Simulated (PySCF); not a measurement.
Input file for PySCF: R-HF/STO-3G on C2H7BO (SMILES CBOC), a point of a torsion scan.

```python
from pyscf import gto, scf, dft, mp
from pyscf.data.elements import chemcore

mol = gto.M(
    atom='''
    C    -1.35267995    0.40182646    0.15474804
    B    -0.47809999   -0.91842320   -0.03712430
    O    -0.31454171   -1.86194029    0.88235116
    C    -0.87129372   -1.87462862    2.17312819
    H    -0.98283699    1.00697141    0.98186281
    H    -2.39140413    0.16280069    0.38066654
    H    -1.35019381    1.02944518   -0.73099244
    H     0.09360233   -1.14212654   -1.03939757
    H    -1.50566870   -2.75915990    2.26927828
    H    -1.46391094   -0.98146399    2.37900425
    H    -0.05853130   -1.94500451    2.89998339
    ''',
    basis='sto-3g',
    charge=0, spin=0, verbose=3, max_memory=1800)
mf = scf.RHF(mol)
mf.conv_tol = 1e-8
mf.max_cycle = 100
mf.kernel()
if not mf.converged:
    mf = mf.newton().run(mf.mo_coeff, mf.mo_occ)
```

Problem. Predict the final total energy.

Solution. -177.1582 hartree.
